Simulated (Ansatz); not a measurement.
Ideal-gas functions of BH4O2Si (`O[B]O[SiH3]`) radical at 600 K and 1 bar, from an Ansatz frequency run at PBE0-D4/def2-TZVP.

Molar mass 74.93 g/mol, point group Cs (symmetry number 1), electronic degeneracy 2, moments of inertia 11.148, 195.955, 201.154 u Å². Harmonic wavenumbers (cm⁻¹, unscaled): 24, 105, 124, 412, 561, 718, 719, 785, 952, 954, 965, 1028, 1209, 1455, 2245, 2250, 2261, 3753.

Use S(trans) = R[1.5 ln M + 2.5 ln T − 1.1517]; rotational temperatures θ = 24.2544 K / I; S(rot) = R[ln(√π/σ · √(T³/θAθBθC)) + 1.5]; for each mode x = 1.438777 ν̃/T, S = R[x/(eˣ − 1) − ln(1 − e⁻ˣ)] and H = RT x/(eˣ − 1); 1 cm⁻¹ = 0.0119627 kJ/mol; R = 8.31446 J/(mol·K).

By hand: the entropy, in J/(mol·K).

Translation 177.2. Rotation: θ = 2.1757, 0.1238, 0.1206 K, giving 111.3. Vibration, mode by mode: 32.05, 19.80, 18.43, 8.75, 6.45, 4.75, 4.74, 4.18, 3.05, 3.04, 2.98, 2.64, 1.88, 1.17, 0.24, 0.24, 0.24, 0.01, in all 114.7. Electronic 5.8. Sum 409.0 J/(mol·K).

By hand: H − E and G − E in kJ/mol, counted from the electronic energy.

Zero-point energy ½ × 20520 × 0.0119627 = 122.7; thermal vibration 31.0; translation, rotation and pV give 4 RT = 20.0. H − E = 173.7 kJ/mol, and G − E = 173.7 − 600 × 409.0/1000 = -71.7 kJ/mol.

Vibration gives 28 % of the entropy, 70.3 J/(mol·K) of it from the modes under 150 cm⁻¹: soft modes count most, and the harmonic formula is weakest for them. The sum counts one conformer and one mirror image; others add a mixing term.
